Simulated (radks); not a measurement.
Results of a calculation; reference values are marked as such.
Species: the lutetium ion Lu51+. Configuration: [Ar] 4s2 (not the ground configuration).

Code: a radial shooting solver on a logarithmic mesh with Libxc functionals. Model: scalar-relativistic Kohn-Sham, r2SCAN, spin-polarised, spherical densities, finite nucleus; meta-GGA in the generalised Kohn-Sham scheme; Fermi nuclear charge, rms radius 5.37 fm.

Energy parts (hartree):
part                       energy
total                 -11998.9180
kinetic                13330.4923
electron-nucleus      -26677.4154
Hartree                 1520.1734
exchange-correlation    -172.1683

Orbitals (lengths in bohr, moments of r in powers of bohr):
| orbital | occ. | eigenvalue (hartree) | <1/r> |
|---|---|---|---|
| 1s | 2 | -2457.010 | 82.18 |
| 2s | 2 | -524.0724 | 19.37 |
| 2p | 6 | -477.0763 | 17.69 |
| 3s | 2 | -200.0148 | 7.698 |
| 3p | 6 | -185.8036 | 7.196 |
| 4s | 2 | -102.7450 | 3.965 |

The highest occupied level is 4s at -2795.8 eV. Summed over all electrons, <r^2> = 0.7318 bohr^2, which gives a Langevin (diamagnetic) susceptibility term of -0.58 x 10^-6 cm^3/mol. The density falls to 0.001 e/bohr^3 at r = 0.88 bohr.
